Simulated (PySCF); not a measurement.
## Dy: electron affinity

Dy⁻ [Xe] 4f10 6s2 6p1 [4f5/2^6 4f7/2^4 6p1/2^1, M_J = 15/2] → Dy [Xe] 4f10 6s2 [4f5/2^6 4f7/2^4, M_J = 8], as a difference of total energies. Computed with PySCF 2.14 in x2c-SVPall-2c with one added diffuse shell each of s, p, d, f type (8s11p10d4f1g, 128 functions), with the two-component X2C-1e Hamiltonian. Correlated levels: [Ar] 3d10 frozen; the 16 highest virtual spinors dropped. "Screened" scales the spin-orbit matrix elements by Boettger's factors to mimic the two-electron term; Breit and QED terms are absent.

```tsv
method	electron affinity (eV)
GHF (screened spin-orbit)	-0.172
GMP2 (screened spin-orbit)	-0.255
```

The configuration of this anion was assumed by filling the next shell in order. It is not the known or likely ground configuration (Ca⁻, Sr⁻ and Ba⁻, for instance, bind a p electron), so these values are not the electron affinity of the element.

The labels give the starting determinants; with spin-orbit coupling the two ends relaxed to ⟨J²⟩ = 65.09, ⟨L²⟩ = 39.93, ⟨S²⟩ = 6.55 and ⟨J²⟩ = 72.01, ⟨L²⟩ = 42.75, ⟨S²⟩ = 5.90.

A negative affinity means that the anion lies above the atom at that level of theory.

The determinant of Dy⁻ mixes levels of different J (the jj label is only the starting occupation), so the difference between spin-free and spin-orbit rows is not the physical spin-orbit shift.
